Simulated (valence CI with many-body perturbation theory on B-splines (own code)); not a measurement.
**E1 line list for Hg⁴⁸⁺**

Method: valence CI with perturbative core correlation (CI+MBPT): four valence electrons over a frozen Dirac-Fock core [Ar] 3d10, a basis of 11 s, 11 p, 10 d, 8 f, 5 g, 2 h functions for each j, with the one-electron correlation potential Σ1, the two-electron term Σ2, the three-electron term Σ3, Breit, model QED; selected CI, second order for the rest, scaled by the run's own slope (own B-spline code, finite nucleus).

No measured spectrum was set against this ion. As an estimate, large intervals hold to a few tenths of a per cent, small ones and those within an open d or f shell to about a per cent. Among the levels kept, up to 390 cm⁻¹ of a level comes from second order outside the variational space, and about a tenth of that is noise between levels of different J, which matters for small intervals.

Lines 151 to 200 of 561 in falling wavelength, among levels below 840.25 eV, chosen from the strongest by gf and those to the six lowest levels. Wavelengths and rates use the calculated energies. Electric multipoles are in the length gauge, E1 and E2 with the static RPA response of the core. Weak lines are less certain than strong ones. Lines between different terms over intervals too small for the method are left out, as are lines whose strength nearly cancels. Where a level lies close to another of its J and parity, the split of strength between their lines is uncertain. The highest levels of a list are the least certain.

Levels are named by their leading jj configuration (3d3/2^4 stands for four electrons in 3d with j = 3/2), which in mixed levels can hold well under half, so a name can repeat and another be missing. Letters in brackets count levels of one name in rising energy.

```tsv
λ vac (Å)	Upper	Lower	A (s⁻¹)	log gf	Branch %
58.76	(4s 4p1/2 4d5/2^2) J=5 [a]	(4s 4p1/2 4p3/2 4d5/2) J=5	1.62e+11	-0.04	34.2
58.72	(4s^2 4p1/2 4d5/2) J=3	(4s^2 4p1/2 4p3/2) J=2	2.84e+11	0.01	100.0
58.72	(4s 4p1/2 4d5/2^2) J=3 [b]	(4s 4p1/2 4p3/2 4d5/2) J=2 [b]	1.21e+11	-0.36	9.0
58.60	(4s^2 4d3/2 4d5/2) J=2	(4s^2 4p3/2 4d3/2) J=1	1.22e+11	-0.50	5.4
58.49	(4s 4p1/2 4p3/2 4f7/2) J=5 [a]	(4s 4p1/2 4p3/2 4d5/2) J=4 [a]	2.78e+11	0.20	81.2
58.47	(4p1/2^2 4p3/2 4d5/2) J=1	(4p1/2^2 4p3/2^2) J=0	3.37e+11	-0.29	35.8
58.36	(4s^2 4p3/2 4f7/2) J=2	(4s^2 4p3/2 4d5/2) J=2	3.74e+11	-0.02	81.3
58.34	(4s 4p1/2 4d3/2 4d5/2) J=3 [a]	(4s 4p1/2 4p3/2 4d3/2) J=2 [a]	1.43e+11	-0.29	34.1
58.25	(4s 4p1/2 4d5/2^2) J=3 [b]	(4s 4p1/2 4p3/2 4d5/2) J=3 [b]	6.27e+10	-0.65	4.7
58.25	(4s 4p1/2 4p3/2 4f7/2) J=4 [d]	(4s 4p1/2 4p3/2 4d5/2) J=3 [b]	3.13e+11	0.16	24.7
58.23	(4s 4p1/2 4p3/2 4d5/2) J=0	(4s 4p1/2 4p3/2^2) J=1 [b]	4.48e+11	-0.64	42.1
58.19	(4s 4p1/2 4p3/2 4d5/2) J=3 [b]	(4s 4p1/2 4p3/2^2) J=3	1.39e+11	-0.31	16.1
58.08	(4s^2 4d3/2 4d5/2) J=2	(4s^2 4p3/2 4d3/2) J=2	1.61e+11	-0.39	7.2
57.99	(4s^2 4d3/2 4d5/2) J=1	(4s^2 4p3/2 4d3/2) J=0	1.63e+11	-0.61	6.7
57.94	(4s 4p1/2 4d3/2 4d5/2) J=2 [c]	(4s 4p1/2 4p3/2 4d3/2) J=1 [b]	1.56e+11	-0.41	7.6
57.94	(4s 4p1/2^2 4d5/2) J=3	(4s 4p1/2^2 4p3/2) J=2	3.23e+11	0.06	89.8
57.90	(4s^2 4d3/2 4d5/2) J=1	(4s^2 4p3/2 4d3/2) J=1	1.69e+11	-0.59	6.9
57.81	(4s 4p1/2 4p3/2 4f5/2) J=2 [a]	(4s 4p1/2 4p3/2 4d3/2) J=2 [b]	1.03e+11	-0.59	15.2
57.77	(4s^2 4p1/2 4d5/2) J=2	(4s^2 4p1/2 4p3/2) J=1	3.29e+11	-0.08	87.8
57.74	(4s 4p3/2^2 4d5/2) J=1 [b]	(4s 4p3/2^3) J=1	5.65e+11	-0.07	23.2
57.74	(4s 4p1/2 4p3/2 4f7/2) J=4 [c]	(4s 4p1/2 4p3/2 4d5/2) J=3 [a]	1.03e+11	-0.34	13.4
57.74	(4s 4p1/2 4p3/2 4d5/2) J=2 [c]	(4s 4p1/2 4p3/2^2) J=2 [b]	8.76e+10	-0.66	7.1
57.73	(4s 4p1/2 4p3/2 4f7/2) J=3 [d]	(4s 4p1/2 4p3/2 4d3/2) J=2 [d]	4.68e+10	-0.79	4.0
57.72	(4s 4p1/2 4p3/2 4d5/2) J=2 [b]	(4s 4p1/2 4p3/2^2) J=3	1.04e+11	-0.58	15.1
57.62	(4s 4p1/2 4p3/2 4d5/2) J=4 [b]	(4s 4p1/2 4p3/2^2) J=3	2.13e+11	-0.02	55.2
57.61	(4s 4p1/2 4d3/2 4d5/2) J=2 [a]	(4s 4p1/2 4p3/2 4d3/2) J=2 [a]	1.71e+11	-0.37	22.5
57.53	(4s 4p1/2 4p3/2 4f7/2) J=4 [e]	(4s 4p1/2 4p3/2 4d5/2) J=3 [b]	1.97e+11	-0.06	16.2
57.53	(4s^2 4p1/2 4f5/2) J=2	(4s^2 4p1/2 4d3/2) J=1	1.01e+11	-0.60	42.7
57.50	(4s 4p1/2 4p3/2 4f5/2) J=2 [b]	(4s 4p1/2 4p3/2 4d5/2) J=2 [a]	1.39e+11	-0.46	11.9
57.47	(4s 4p1/2 4p3/2 4d5/2) J=1 [c]	(4s 4p1/2 4p3/2^2) J=1 [a]	4.56e+11	-0.17	45.2
57.39	(4s 4p1/2 4d3/2 4d5/2) J=2 [a]	(4s 4p1/2 4p3/2 4d3/2) J=1 [a]	1.49e+11	-0.43	19.7
57.32	(4s^2 4p3/2 4d5/2) J=1	(4s^2 4p3/2^2) J=0	4.58e+11	-0.17	75.2
57.28	(4s 4p1/2 4p3/2 4d5/2) J=3 [d]	(4s 4p1/2 4p3/2^2) J=2 [b]	6.38e+11	0.34	41.9
57.27	(4s 4p1/2 4d5/2^2) J=4 [b]	(4s 4p1/2 4p3/2 4d5/2) J=4 [c]	9.39e+10	-0.38	7.3
57.23	(4s 4p1/2 4d5/2^2) J=5 [b]	(4s 4p1/2 4p3/2 4d5/2) J=4 [b]	2.63e+11	0.15	28.5
57.23	(4p1/2^2 4p3/2 4d5/2) J=3	(4p1/2^2 4p3/2^2) J=2	6.60e+11	0.36	57.3
57.20	(4s 4p1/2 4p3/2 4d5/2) J=3 [a]	(4s 4p1/2 4p3/2^2) J=2 [a]	2.02e+11	-0.16	36.4
57.14	(4s 4p1/2 4p3/2 4d5/2) J=2 [c]	(4s 4p1/2 4p3/2^2) J=1 [a]	2.74e+11	-0.17	22.1
57.14	(4s 4p1/2 4d5/2^2) J=3 [a]	(4s 4p1/2 4p3/2 4d5/2) J=3 [a]	2.46e+11	-0.07	22.8
57.11	(4s 4p1/2 4p3/2 4d5/2) J=1 [b]	(4s 4p1/2 4p3/2^2) J=0	3.12e+11	-0.34	40.6
57.09	(4s 4p1/2 4p3/2 4f5/2) J=2 [b]	(4s 4p1/2 4p3/2 4d3/2) J=1 [d]	1.59e+11	-0.41	13.6
57.03	(4s 4p1/2 4p3/2 4d5/2) J=2 [d]	(4s 4p1/2 4p3/2^2) J=1 [b]	5.77e+11	0.15	30.3
57.02	(4s 4p1/2 4p3/2 4d3/2) J=4	(4s^2 4p1/2 4d5/2) J=3	6.38e+10	-0.55	83.5
56.97	(4s 4p1/2 4p3/2 4f7/2) J=5 [b]	(4s 4p1/2 4p3/2 4d5/2) J=4 [a]	7.26e+10	-0.41	12.4
56.91	(4s 4p1/2 4d5/2^2) J=3 [a]	(4s 4p1/2 4p3/2 4d3/2) J=2 [d]	1.35e+11	-0.34	12.4
56.87	(4s 4p1/2 4d3/2 4d5/2) J=1 [a]	(4s 4p1/2 4p3/2 4d3/2) J=1 [a]	2.46e+11	-0.45	39.7
56.79	(4s 4p1/2 4d3/2 4d5/2) J=1 [a]	(4s 4p1/2 4p3/2 4d3/2) J=0 [a]	2.14e+11	-0.51	34.6
56.79	(4s 4p1/2 4p3/2 4f7/2) J=4 [d]	(4s 4p1/2 4p3/2 4d5/2) J=3 [a]	9.00e+10	-0.41	7.1
56.78	(4s 4p1/2 4d5/2^2) J=4 [a]	(4s 4p1/2 4p3/2 4d5/2) J=4 [a]	9.95e+10	-0.36	11.2
56.65	(4s 4p1/2 4d3/2 4d5/2) J=2 [d]	(4s 4p1/2 4p3/2 4d3/2) J=1 [b]	6.89e+10	-0.78	3.4
```

(1) How does gf follow from A for the line at 58.19 Å?

Answers

(1) gf = 1.4992 × (2J+1)_upper × A / σ², with σ = 1718619 cm⁻¹ and 2J+1 = 7: gf = 0.495.
